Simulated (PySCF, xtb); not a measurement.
CH₆OSiTe, SMILES C[Te]O[SiH3]. The values are those of a single conformer.

Harmonic wavenumbers (cm⁻¹) from GFN2-xTB (xtb) at its own minimum, in rising order: 33, 109, 123, 137, 180, 414, 543, 613, 636, 739, 792, 802, 828, 838, 923, 1268, 1439, 1449, 2205, 2237, 2322, 3033, 3049, 3062.

Question: What does PBE0-D3(BJ)/def2-SVP in PySCF give at its own minimum? (The exact figures need the calculation; the answer reports its results.)

Answer: 61, 94, 109, 136, 191, 502, 539, 715, 727, 821, 842, 915, 936, 947, 987, 1240, 1416, 1439, 2209, 2223, 2250, 3075, 3197, 3218. Paired by order, the mean absolute difference is 57 cm⁻¹ and the zero-point energies are 39.7 and 41.2 kcal/mol.
